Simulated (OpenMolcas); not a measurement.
## Pd2+: effect of the active space

| Item | Value |
| --- | --- |
| Program | OpenMolcas 26.06 |
| Method | MS-CASPT2 or its RAS form, IPEA 0.25 Eh, imaginary shift 0.1 Eh |
| Basis | ANO-RCC-VTZP |
| Scalar Hamiltonian | DKH2, point nucleus |
| Spin-orbit coupling | state interaction with AMFI integrals over the reference wave functions, term energies averaged over their components |

A. 8 electrons in 6 orbitals (4d 5s); 2S+1 = 5 even, 10 roots; 2S+1 = 3 even, 55 roots; 2S+1 = 1 even, 43 roots; closed shells correlated: 4s 4p; CASPT2 step about 30 core-seconds
B. 8 electrons in 9 orbitals (RAS2 4d 5s; RAS3 5p, at most 2 electrons); 2S+1 = 3 even, 60 roots; 2S+1 = 5 even, 10 roots kept (CI in the orbitals of an earlier block); 2S+1 = 1 even, 50 roots kept (CI in the orbitals of an earlier block); 2S+1 = 3 odd, 21 roots; 2S+1 = 5 odd, 22 roots kept (CI in the orbitals of an earlier block); 2S+1 = 1 odd, 9 roots kept (CI in the orbitals of an earlier block, 0 in the spin-orbit step); closed shells correlated: 4s 4p; CASPT2 step about 10 core-minutes

Energies in cm⁻¹ above 4d⁸ ³F₄, the measured ground level; measured values from Moore, Atomic Energy Levels, vol. III, NSRDS-NBS 35 (1971 reprint of NBS Circular 467, 1958).

| Level | A | B | Measured |
| --- | --- | --- | --- |
| 4d⁸ ³F₄ | 0.0 | 0.0 | 0.0 |
| 4d⁸ ³F₃ | 3320 | 3320 | 3230 |
| 4d⁸ ³F₂ | 4720 | 4730 | 4687 |
| 4d⁸ ³P₂ [53 %] | 10080 | 10120 |  |
| 4d⁸ ³P₁ | 13570 | 13550 | 13470 |
| 4d⁸ ³P₀ | 13820 | 13800 | 13699 |
| 4d⁸ ¹D₂ [50 %] | 14370 | 14450 |  |
| 4d⁸ ¹G₄ | 18110 | 18220 | 17880 |
| 4d⁸ ¹S₀ | 41820 | 41760 |  |
| 4d⁷ 5s ⁵F₅ | 55070 | 55030 | 52916 |
| 4d⁷ 5s ⁵F₄ | 57140 | 57080 | 55089 |
| 4d⁷ 5s ⁵F₃ | 58760 | 58670 | 56742 |
| 4d⁷ 5s ⁵F₂ | 59850 | 59740 | 57845 |
| 4d⁷ 5s ⁵F₁ | 60520 | 60410 | 58527 |
| 4d⁷ 5s ³F₄(1) | 64030 | 64140 |  |
| 4d⁷ 5s ³F₃(1) | 66790 | 66850 |  |
| 4d⁷ 5s ⁵P₃ | 68320 | 67930 | 65708 |
| 4d⁷ 5s ⁵P₁ | 69710 | 69440 | 67151 |

Deviations, from unrounded energies. A percentage is the sum of absolute deviations over the sum of measured energies, with the sign that they share, or ± where signs differ.

```csv
Against measurement,Levels,A,B
mean absolute deviation (cm-1),12,1300,1200
fine structure of the ground term (%),2,+1.6,+1.7
other terms of the ground configuration (%),3,+1.0,+1.2
other configurations (%),7,+3.7,+3.5
```

B lies closest to measurement on these levels. The largest miss of B in the table is 4d⁷ 5s ⁵P₁, by +2300 cm-1. The ranking rests on the paired levels alone, and a cruder setting can come out closer through cancelling errors.

The two smallest mean deviations differ by little beside CASPT2's spread within terms, so their order carries little weight.

Between A and B the level of the table that moves most is 4d⁷ 5s ⁵P₃, by 400 cm-1 (lowest in B, highest in A). Moves below CASPT2's spread within the term are not significant.

CASPT2 does not keep the components of a term degenerate, so their means are used; among the terms shown or strongly mixed into the levels shown the widest spread is 1400 cm-1 (4d⁸ ¹G, A). A single d shell beside an s shell can misplace configurations of different d count against each other. Some high roots are left out of the spin-orbit mixing, which shifts the levels that they would mix with (holds for B). Some levels mix across a computed gap that differs much from the measured one, so their mixing is not that of the real levels (holds for B). Terms from blocks run as CI alone lack orbitals of their own (holds for B). Computed and measured levels are paired by configuration, term and J; levels that our copy of the source lacks, or whose pairing is in doubt (as where it misses far off the trend of its configuration), stay unpaired and out of the deviations. Only configurations of the active space appear. The table leaves out levels that lie high or whose names do not pair safely across all columns.

A share in square brackets marks a mixed level and gives the weight of the term that names it, the lowest over the columns. A number in round brackets counts repeated terms of one configuration in the order of the reference energies.
